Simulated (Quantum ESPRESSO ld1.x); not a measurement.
Problem. These are the eigenvalues of the occupied orbitals of an atom or ion with whole-number occupations (eV). Method: Dirac Kohn-Sham, PW91, spin-unpolarised, spherical densities, point nucleus; computed with ld1.x of Quantum ESPRESSO 7.5.

1s1/2: -51816.9
2s1/2: -8590.08
2p1/2: -8163.31
2p3/2: -7416.44
3s1/2: -1909.77
3p1/2: -1724.27
3p3/2: -1570.10
3d3/2: -1250.63
3d5/2: -1216.99
4s1/2: -383.129
4p1/2: -310.478
4p3/2: -276.152
4d3/2: -156.567
4d5/2: -150.371
5s1/2: -53.8358
5p1/2: -34.3499
5p3/2: -29.9667
4f5/2: -9.7430
4f7/2: -8.9598
6s1/2: -8.7545

Which element is it, and in what charge state? The configuration may be excited. Open shells, if any, fill j = l - 1/2 first.

Solution. Z = 65, terbium, charge +1: Tb+ in [Xe] 4f9 6s1. The list shows which subshells hold electrons but not how many an open one holds; the 1s level, -1904.2 hartree, gives Z - s = 61.7 by -(Z - s)^2/2, which with screening and relativity narrows Z to a few neighbours, and the depths of the outer levels then fix element, charge and occupations together.
